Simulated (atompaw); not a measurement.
## Which change was made? (As, PAW (atompaw))

* Element: As
* Generator: atompaw 4.2.0.5
* Type: PAW
* Functional: PBEsol
* Relativity: scalar-relativistic
* Frozen core: [Ar]
* Valence charge: 15
* Reference configuration: 3d10 4s2 4p3
* Partial waves: 4s (bound): rc 1.65 bohr; 4s channel at -0.65 Ry: rc 1.65 bohr; 4p (bound): rc 1.65 bohr; 4p channel at 2.3 Ry: rc 1.65 bohr; 3d (bound): rc 0.80 bohr; 3d channel at -0.7 Ry: rc 0.80 bohr
* Local potential: troulliermartins scheme with l = 3 at 0.5 Ry, radius 1.50 bohr
* Core correction: smooth core density matched at 0.90 bohr
* Augmentation charge: gaussian compensation charge, radius 1.55 bohr; PAW radius 1.65 bohr; waves and projectors: custom rrkj vanderbiltortho

Cutoffs, loose and tight: the cutoffs (Ry, on a coarse ladder) from which the occupation-weighted sum of valence levels, in a spherical-Bessel basis at the reference potential, stays within 10 and 1 mRy of its value at 400 Ry. They see the waves, projectors and local potential, not the compensation charge or the core.

The base gives: outcome: generated; cutoff, loose: 260 Ry; cutoff, tight: over 300 Ry; bound ghosts: none.

After one change the result is: outcome: generated; cutoff, loose: 300 Ry; cutoff, tight: over 300 Ry; bound ghosts: s. Which change was it?
A. all radii scaled by about 0.74 (s 1.22, p 1.22, d 0.58 bohr); local potential troulliermartins scheme with l = 3 at 0.5 Ry, radius 1.10 bohr; augmentation gaussian compensation charge, radius 1.14 bohr; PAW radius 1.22 bohr; waves and projectors: custom rrkj vanderbiltortho; core correction smooth core density matched at 0.66 bohr
B. all radii scaled by about 1.23 (s 2.04, p 2.04, d 0.98 bohr); local potential troulliermartins scheme with l = 3 at 0.5 Ry, radius 1.84 bohr; augmentation gaussian compensation charge, radius 1.92 bohr; PAW radius 2.04 bohr; waves and projectors: custom rrkj vanderbiltortho; core correction smooth core density matched at 1.10 bohr
C. all radii scaled by about 0.93 (s 1.54, p 1.54, d 0.74 bohr); local potential troulliermartins scheme with l = 3 at 0.5 Ry, radius 1.40 bohr; augmentation gaussian compensation charge, radius 1.44 bohr; PAW radius 1.54 bohr; waves and projectors: custom rrkj vanderbiltortho; core correction smooth core density matched at 0.84 bohr

C. The others give: all radii scaled by about 1.23 (s 2.04, p 2.04, d 0.98 bohr); local potential troulliermartins scheme with l = 3 at 0.5 Ry, radius 1.84 bohr; augmentation gaussian compensation charge, radius 1.92 bohr; PAW radius 2.04 bohr; waves and projectors: custom rrkj vanderbiltortho; core correction smooth core density matched at 1.10 bohr → outcome: generated; cutoff, loose: 160 Ry; cutoff, tight: 260 Ry; bound ghosts: none | all radii scaled by about 0.74 (s 1.22, p 1.22, d 0.58 bohr); local potential troulliermartins scheme with l = 3 at 0.5 Ry, radius 1.10 bohr; augmentation gaussian compensation charge, radius 1.14 bohr; PAW radius 1.22 bohr; waves and projectors: custom rrkj vanderbiltortho; core correction smooth core density matched at 0.66 bohr → outcome: failed: atompaw: The overlap operator has at least one negative eigenvalue!.
